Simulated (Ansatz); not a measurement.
Ansatz (an electronic-structure program) input for ZnF, SMILES [F][Zn] (connectivity only; charge and spin as stated), neutral, multiplicity 2, PBE-D3(BJ)/def2-TZVPD. 

Ansatz 0.2 input:
```yaml
crystal:
  periodic: [false, false, false]
  atoms:
    - {symbol: Zn, position_ang: [0.00000000, 0.00000000, -0.41150410]}
    - {symbol: F, position_ang: [0.00000000, 0.00000000, 1.37168033]}
basis:
  gaussian:
    orbitals: def2-TZVPD
hamiltonian:
  xc: pbe
  dispersion: d3bj
magnetization: {spin_polarized: true, initial_magnetization: 1}
relax: {f_tol: 0.002, max_steps: 200}
```

Program output:

```
WARN ansatz: RAYON_NUM_THREADS=1 ignored (pool sized by the plan → 1); use --threads N
Functional definition: PBE
integrals: 0.02 GiB planned
661 factors; their error is unknown
mean field: 0.24 GiB planned
mean field evaluation 1: about -51123.0140 eV, gradient 4.4e1 eV
mean field evaluation 2: about -50953.4088 eV, gradient 1.9e2 eV
mean field evaluation 4: about -51126.7481 eV, gradient 2.3e1 eV
mean field evaluation 8: about -51127.9758 eV, gradient 1.6e-1 eV
mean field evaluation 16: about -51127.9406 eV, gradient 1.0e-4 eV
mean field -51127.94057036 eV, -1878.9171601979 hartree, gradient 1.0e-5 eV, S^2 0.751763; 0 other end points of the search recorded, 0 dependent functions left out
the calculation of the forces begins
reference -51127.94060961 eV, -1878.9171616401 hartree; 20, 19 occupied and 71, 72 virtual orbitals, 661 factors
relax step   1: F+E_penalty+E_count = -51127.95207863 eV  Δ(F+E_penalty+E_count) = +0.000e0 eV  max|allowed force component| = 5.020e-1 eV/Å  Δτ_max = 0.0000 Å  (31 SCF iters, accepted)
these checks for a lower state are left out or cut short: starts, cluster_reference, orbital_swaps, neighbouring_geometries, increment
integrals: 0.02 GiB planned
661 factors; their error is unknown
mean field: 0.24 GiB planned
mean field -51127.94487394 eV, -1878.9173183514 hartree, gradient 1.2e-5 eV, S^2 0.751771; 0 other end points of the search recorded, 0 dependent functions left out
the calculation of the forces begins
reference -51127.94491315 eV, -1878.9173197924 hartree; 20, 19 occupied and 71, 72 virtual orbitals, 661 factors
relax step   2: F+E_penalty+E_count = -51127.95639354 eV  Δ(F+E_penalty+E_count) = -4.315e-3 eV  max|allowed force component| = 2.970e-1 eV/Å  Δτ_max = 0.0054 Å  (30 SCF iters, accepted)
these checks for a lower state are left out or cut short: starts, cluster_reference, orbital_swaps, neighbouring_geometries, increment
integrals: 0.02 GiB planned
661 factors; their error is unknown
mean field: 0.24 GiB planned
mean field evaluation 32: about -51127.9473 eV, gradient 1.3e-4 eV
mean field -51127.94732467 eV, -1878.9174084142 hartree, gradient 1.1e-5 eV, S^2 0.751784; 0 other end points of the search recorded, 0 dependent functions left out
the calculation of the forces begins
reference -51127.94736383 eV, -1878.9174098533 hartree; 20, 19 occupied and 71, 72 virtual orbitals, 661 factors
relax step   3: F+E_penalty+E_count = -51127.95886415 eV  Δ(F+E_penalty+E_count) = -2.471e-3 eV  max|allowed force component| = 1.568e-2 eV/Å  Δτ_max = 0.0080 Å  (30 SCF iters, accepted)
these checks for a lower state are left out or cut short: starts, cluster_reference, orbital_swaps, neighbouring_geometries, increment
integrals: 0.02 GiB planned
661 factors; their error is unknown
mean field: 0.24 GiB planned
mean field -51127.94733067 eV, -1878.9174086347 hartree, gradient 3.1e-5 eV, S^2 0.751785; 0 other end points of the search recorded, 0 dependent functions left out
the calculation of the forces begins
reference -51127.94736983 eV, -1878.9174100736 hartree; 20, 19 occupied and 71, 72 virtual orbitals, 661 factors
relax step   4: F+E_penalty+E_count = -51127.95887149 eV  Δ(F+E_penalty+E_count) = -7.332e-6 eV  max|allowed force component| = 5.276e-4 eV/Å  Δτ_max = 0.0005 Å  (22 SCF iters, accepted)
integrals: 0.02 GiB planned
661 factors; their error is unknown
mean field: 0.24 GiB planned
mean field -51127.94733067 eV, -1878.9174086347 hartree, gradient 3.1e-5 eV, S^2 0.751785; 1 other end points of the search recorded, 0 dependent functions left out
the calculation of the forces begins
reference -51127.94736983 eV, -1878.9174100736 hartree; 20, 19 occupied and 71, 72 virtual orbitals, 661 factors
Total energy: -51127.95891064 eV, -1878.9178341909 hartree
Atom 0 at    -0.000000    -0.000000    -0.425412 Å, force    -0.000000    -0.000000     0.000528 eV/Å
Atom 1 at     0.000000     0.000000     1.385588 Å, force     0.000000     0.000000    -0.000528 eV/Å
Dipole moment:     0.000000     0.000000    -0.609834 e Å
```

The run converged.

Cost: around 10 core-seconds (rough).
